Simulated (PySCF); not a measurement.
# One molecule, several mistakes: AlH3N2Si

Calculated results; nothing here was measured. The program is PySCF 2.14.0, an open-source quantum chemistry code, run on an isolated molecule that a program drew, which may never have been made. The molecule is AlH3N2Si (charge 0, singlet), drawn as the SMILES string `N[SiH]=[N][Al]`.

Each row is a Hartree-Fock (HF) and frozen-core CCSD(T) single point in the cc-pV(D+d)Z basis, meant for a local HF minimum. Run 1 is clean. Each other run has one planted mistake out of seven kinds, and not every kind appears here: one electron removed, one electron added, multiplicity raised by two, geometry at a saddle point, minimal basis STO-3G, one bond length entered in bohr, all coordinates scaled. The reference is restricted for singlets and unrestricted otherwise, and also for a bond in bohr. Adding or removing an electron swaps singlet and doublet. Electrons count all cores. HOMO and LUMO are orbital energies over both spins, the gradient is its largest component, and the lowest frequency (negative if imaginary) is given only where the gradient is small. Bond lengths are over the 6 bonds as drawn. T1 is the CCSD diagnostic: over 0.02 (restricted) or 0.045 (unrestricted) a single reference is doubtful.

Geometry of the clean run:
```xyz
7
AlH3N2Si, angstrom
N    -2.9548   -0.0631    1.6622
Si   -1.7455    0.0638    0.5127
N    -1.7639   -0.5016   -0.9482
Al   -1.6590   -1.0883   -2.5997
H    -3.8228   -0.5338    1.4936
H    -2.8838    0.3212    2.5839
H    -0.6524    0.8168    1.1470
```

```
run  electrons  basis functions  <S^2>  HOMO (eV)  LUMO (eV)  gradient (hartree/bohr)  lowest frequency (cm^-1)  mean bond (Å)  longest bond (Å)      T1  HF (hartree)  CCSD(T) (hartree)                     mistake
  1         44               89  0.000      -7.37       2.12                  3.1e-05                        67         1.4116             1.756  0.0171    -641.54927         -642.06924                    no fault
  2         44               89  2.007      -4.97       0.72                  8.9e-03                         -         1.4116             1.756  0.0223    -641.47321         -641.96685  multiplicity raised by two
  3         43               89  0.755     -15.14      -5.73                  7.3e-02                         -         1.4116             1.756  0.0208    -641.31029         -641.79582        one electron removed
  4         44               89  0.000      -7.22       2.25                  2.8e-02                         -         1.3721             1.707  0.0159    -641.54190         -642.05525      all coordinates scaled
  5         44               31  0.000      -3.68       8.51                  3.7e-02                         -         1.4116             1.756  0.0195    -633.76242         -633.98556                           ?
```

**Which mistake was planted in run 5, and what did it cost?**

It has 31 basis functions where the clean run has 89, with the same electrons and geometry. So the mistake is: minimal basis STO-3G. Subtracting run 1 and multiplying by 627.51 kcal/mol a hartree, the energy moved by 4886.3 kcal/mol in HF and 5072.6 kcal/mol in CCSD(T).

